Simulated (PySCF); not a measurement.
Relaxation of singlet TeS3

These are results of PBE0/[Te def2-SVP with ECP28, S def2-SVP], scalar-relativistic core potentials, density fitting, no spin–orbit coupling, PySCF, not measurements. A (50,194) grid was used.

A hand-made trigonal pyramidal start, of C3v symmetry, held to at least that symmetry:

```xyz
4
charge 0 multiplicity 1, angstrom
Te    0.0000    0.0000   -0.4427
S     1.9601    0.0000    0.5995
S    -0.9801    1.6975    0.5995
S    -0.9800   -1.6975    0.5995
```

Optimiser trace:
```json
{"step": "0", "E − E(last) (kJ/mol)": "38.22", "largest gradient (Eh/bohr)": "0.07700"}
{"step": "1", "E − E(last) (kJ/mol)": "0.03", "largest gradient (Eh/bohr)": "0.00168"}
{"step": "2", "E − E(last) (kJ/mol)": "0.00", "largest gradient (Eh/bohr)": "0.00022"}
{"step": "3", "E − E(last) (kJ/mol)": "0.00", "largest gradient (Eh/bohr)": "0.00010"}
```

It ends at C3v with Te–S 2.328 Å (×3); S–Te–S 95.7° (×3). A frequency run shows 2 imaginary modes (one degenerate set), down to 170i cm⁻¹, so it is a higher-order saddle point. Other isomers or separated fragments may lie lower.

The relaxation took roughly 60 core-seconds on a shared host.
